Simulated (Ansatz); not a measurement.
Program: Ansatz. Geometries: PBE0-D4/def2-TZVP. ΔE: electronic, gas phase. CCSD(T)/CBS adds triple-zeta CCSD(T) − MP2 to the extrapolated MP2 energy (def2 sets, frozen cores). DFT in def2-TZVPP. B3LYP here is the variant with VWN-RPA as its local correlation; programs differ in this. def2 core potentials past Kr. For Te outer-core shells are correlated without core-valence functions, which leaves a few kJ/mol of doubt a bond.

Consider the formal exchange of groups at the Al–Te bond: `[CH3][Al]([CH3])[TeH]` + `FC(F)Cl` → `[CH3][Al]([CH3])[F]` + `FC(Cl)[TeH]`.

`[CH3][Al]([CH3])[TeH]`:

```xyz
11

C    -0.421    1.170    1.153
Al    0.033   -0.339    0.003
C     0.498   -0.154   -1.882
Te    0.045   -2.697    0.953
H    -1.215    1.774    0.703
H     0.446    1.828    1.274
H    -0.749    0.863    2.148
H     1.346    0.528   -2.005
H    -0.337    0.279   -2.443
H     0.761   -1.103   -2.354
H    -0.407   -2.148    2.450
```

`FC(F)Cl`:

```xyz
5

F    -0.546   -0.038    1.234
C    -0.029    0.108    0.012
F     1.221    0.558    0.138
Cl   -0.021   -1.446   -0.820
H    -0.625    0.817   -0.563
```

`[CH3][Al]([CH3])[F]`:

```xyz
10

C    -0.013   -1.264   -1.216
Al   -0.637    0.029    0.092
C     0.472    1.230    1.142
F    -2.273    0.132    0.343
H    -0.829   -1.851   -1.643
H     0.509   -0.766   -2.040
H     0.706   -1.959   -0.771
H     0.208    2.274    0.948
H     1.538    1.108    0.933
H     0.319    1.066    2.213
```

`FC(Cl)[TeH]`:

Cartesian coordinates in Å:
```
F -1.793 0.045 -0.203
C -0.505 -0.223 0.123
Cl -0.234 0.143 1.825
Te 0.735 0.933 -1.232
H -0.321 -1.287 -0.012
H 2.118 0.389 -0.501
```

```csv
level,ΔE (kJ/mol),difference from CCSD(T)/CBS
LDA (SPW92),-42.2,23.6
revPBE-D4,-56.3,9.5
BLYP-D4,-73.3,-7.5
B97M-V,-60.8,5.0
B3LYP-D4,-64.9,0.9
ωB97X-V,-54.4,11.4
BLYP,-71.5,-5.7
B3LYP,-64.2,1.6
HF/def2-TZVPP,-40.6,25.2
CCSD/CBS(def2),-65.2,0.6
CCSD(T)/CBS,-65.8,0
```

Largest T1 diagnostic among the species: 0.011.

At CCSD(T), def2-SVP lies +31.6 kJ/mol from the extrapolated value and def2-TZVPP +7.7 kJ/mol. From PBE to PBE0 (25 % exact exchange), in def2-TZVPP and without D4, ΔE moves by +7.0 kJ/mol.
